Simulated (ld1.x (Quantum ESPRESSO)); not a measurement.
What one change does to a pseudopotential (aluminium (Al), TM)

- Element: Al
- Generator: ld1.x (Quantum ESPRESSO) 7.5
- Type: norm-conserving Troullier–Martins (Kleinman–Bylander form)
- Functional: LDA (PZ)
- Relativity: scalar-relativistic
- Frozen core: [Ne]
- Valence charge: 3
- Reference configuration: 3s1.75 3p1.25
- Partial waves: 3s (bound): rc 1.85 bohr; 3p (bound): rc 2.45 bohr; 3d channel at -0.1 Ry: rc 2.65 bohr
- Local potential: all-electron potential smoothed inside 1.45 bohr (lloc = -1)
- Core correction: none

All-electron outer shells of the reference configuration (LDA (PZ), scalar-relativistic, ld1.x):

```json
{"shell": "2s", "level (eV)": "-107.96", "outermost node (bohr)": "0.17", "outermost maximum (bohr)": "0.50"}
{"shell": "2p", "level (eV)": "-70.17", "outermost node (bohr)": "–", "outermost maximum (bohr)": "0.43"}
{"shell": "3s", "level (eV)": "-8.06", "outermost node (bohr)": "0.80", "outermost maximum (bohr)": "2.06"}
{"shell": "3p", "level (eV)": "-2.96", "outermost node (bohr)": "0.82", "outermost maximum (bohr)": "2.61"}
```

Change: core correction a·sin(br)/r model core inside 1.20 bohr.

Cutoffs: the cutoffs (Ry, on a coarse ladder) from which the occupation-weighted sum of valence levels, in a spherical-Bessel basis at the reference potential, stays within 10 and 1 mRy of its value at 400 Ry; they do not see the model core or the augmentation charge, which bear on the density cutoff. Errors are all-electron minus pseudo energies relative to the spin-unpolarised reference configuration.

Task: What does the change do?

Result: The potential gets neither clearly harder nor softer (10 Ry and 30 Ry → 10 Ry and 30 Ry); of the 9 tests that both files solve, the error grows in 0 and shrinks in 9 by more than 15 % and 0.3 meV (median size 7.2 → 2.0 meV); neither file shows a bound ghost. Exchange and correlation are not linear in the density, so unscreening with the valence charge alone errs where core and valence overlap; a model core restores that term. A model core, the more so a compact one, raises the density cutoff, which this test does not measure.

| quantity | base | changed |
| --- | --- | --- |
| cutoff, loose | 10 Ry | 10 Ry |
| cutoff, tight | 30 Ry | 30 Ry |
| bound ghosts | none | none |
| error for 3s2 3p1, meV [ΔE -1.27 eV] | +0.5 | 0.0 |
| error for 3s2 3p0, meV [ΔE 4.58 eV] | +3.1 | +2.0 |
| error for 3s1 3p0, meV [ΔE 23.96 eV] | +87 | +24 |
| error for 3s2 3p0.5, meV [ΔE 0.86 eV] | +0.4 | -0.1 |
| error for 3s2 3p1.3, meV [ΔE -1.87 eV] | +0.8 | +0.3 |
| error for 3s1 3p1, meV [ΔE 10.40 eV] | +18 | +4.9 |
| error for 3s0 3p3, meV [ΔE 9.24 eV] | +27 | -5.4 |
| error for 3s1.75 3p1.25 (spin-polarised), meV [ΔE -0.33 eV] | +25 | +2.8 |
| error for 3s2 3p1 (spin-polarised), meV [ΔE -1.40 eV] | +7.2 | +1.0 |
| s: phases at 2.90 bohr within 0.05 rad from the reference energy up to (Ry; the scan ends near 5) | 1.0 | 1.0 |
| p: phases at 2.90 bohr within 0.05 rad from the reference energy up to (Ry; the scan ends near 5) | 1.9 | 1.9 |
| d: phases at 2.90 bohr within 0.05 rad from the reference energy up to (Ry; the scan ends near 5) | 2.9 | 2.9 |
